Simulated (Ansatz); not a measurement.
Reactions of C3H6AlNO, SMILES `[CH3][Al]([CH3])[N]=C=O`.

Isolated molecules relaxed with PBE0-D4/def2-TZVP in Ansatz; ΔE leaves out vibrations. CCSD(T)/CBS is the MP2 limit (def2-TZVPP, def2-QZVPP) plus CCSD(T) − MP2 in def2-TZVPP, frozen cores. Functionals use def2-TZVPP. For Se outer-core shells are correlated without core-valence functions, which leaves a few kJ/mol of doubt a bond. Scalar relativity is left out up to krypton. Each species was taken in one conformer, which may not be the lowest.

```json
{"reaction": "`[CH3][Al]([CH3])[N]=C=O` + `SB(Cl)Cl` → `CSB(Cl)Cl` + `[CH3][AlH][N]=C=O`", "r2SCAN-D4 (kJ/mol)": "52", "ωB97X-V (kJ/mol)": "47", "PBE-D4 (kJ/mol)": "48", "CCSD(T)/CBS(def2) (kJ/mol)": "50"}
{"reaction": "`[CH3][Al]([CH3])[N]=C=O` + silicon tetrafluoride → `[CH3][Al]([CH3])[F]` + `O=C=N[Si](F)(F)F`", "r2SCAN-D4 (kJ/mol)": "7", "ωB97X-V (kJ/mol)": "5", "PBE-D4 (kJ/mol)": "2", "CCSD(T)/CBS(def2) (kJ/mol)": "9"}
{"reaction": "`[CH3][Al]([CH3])[N]=C=O` + `B[SeH]` → `[CH3][Al]([CH3])[SeH]` + `BN=C=O`", "r2SCAN-D4 (kJ/mol)": "4", "ωB97X-V (kJ/mol)": "5", "PBE-D4 (kJ/mol)": "0", "CCSD(T)/CBS(def2) (kJ/mol)": "8"}
{"reaction": "`[CH3][Al]([CH3])[N]=C=O` + `C[Si](F)(F)CO` → `[CH3][Al]([CH3])[CH2]O` + `C[Si](F)(F)N=C=O`", "r2SCAN-D4 (kJ/mol)": "66", "ωB97X-V (kJ/mol)": "67", "PBE-D4 (kJ/mol)": "64", "CCSD(T)/CBS(def2) (kJ/mol)": "65"}
```

Largest T1 diagnostic: 0.017, for `BN=C=O`.
